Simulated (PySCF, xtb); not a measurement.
C₄H₄ClF, SMILES CC(Cl)=C=CF.

xtb with GFN2-xTB at its own geometry gives an orbital gap of 4.62 eV and a dipole moment of 2.42 D.

Geometry optimised at B3LYP-D3(BJ)/def2-SVP. The structure was generated by enumeration, and PubChem lists no compound with its InChIKey, so it may never have been made.

Question: What does PBE/def2-TZVP (PySCF) give? (Estimate from the structure and the level; the computed values follow.)

Answer: gap 4.81 eV (levels -6.50 and -1.69 eV), dipole 1.92 D.
